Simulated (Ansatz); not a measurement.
`[NH2][Al]([F])[F]` + H₂O → `[OH][Al]([F])[F]` + NH₃ at 400 K and 1 bar (formal hydrolysis of the Al–N bond).

Gas-phase electronic energies from Ansatz, PBE0-D4/def2-TZVP geometries. CCSD(T)/CBS is the MP2 limit (def2-TZVPP, def2-QZVPP) plus CCSD(T) − MP2 in def2-TZVPP, frozen cores. This one scheme is used for every species. One conformer a species, not always the lowest.

```csv
species,CCSD(T)/CBS energy (Eh),H − E (kJ/mol),S (J/(mol·K))
`[NH2][Al]([F])[F]`,-497.71159,106.6,323.8
H₂O,-76.37941,69.8,198.6
`[OH][Al]([F])[F]`,-517.59653,73.2,321.8
NH₃,-56.50880,104.2,203.1
```

H − E and S are ideal-gas, rigid-rotor, harmonic terms from PBE0-D4/def2-TZVP, for one conformer and one mirror image of each species. 1 Eh = 2625.50 kJ/mol, R = 8.31446 J/(mol·K).

Task: By hand: ΔE, ΔH, ΔS and ΔG.

Result: ΔE = (-517.59653) + (-56.50880) − (-497.71159) − (-76.37941) = -0.01433 Eh = -37.6 kJ/mol. Δ(H − E) = 73.2 + 104.2 − 106.6 − 69.8 = 1.0, so ΔH = -36.6 kJ/mol. ΔS = 321.8 + 203.1 − 323.8 − 198.6 = 2.5 J/(mol·K). ΔG = -36.6 − 400 × (2.5)/1000 = -37.6 kJ/mol.

Task: By hand: the equilibrium constant, and the temperature at which ΔG would vanish if ΔH and ΔS stayed fixed.

Result: log₁₀ K = −ΔG/(RT ln 10) = 4.9. ΔH and −TΔS have one sign here, so there is no such temperature. One of them is within its doubt of zero, so this could turn.

The number of gas molecules stays the same, so ΔS is small and ΔH decides. A doubt of 5 kJ/mol in ΔE shifts log₁₀ K by 0.7 here. Other conformers and mirror images would add mixing entropy, several J/(mol·K) or more a flexible species. These are equilibria of isolated gas molecules and say nothing of rates. Largest T1 diagnostic: 0.013 (customary marks: 0.02 for closed shells, 0.045 for open ones).
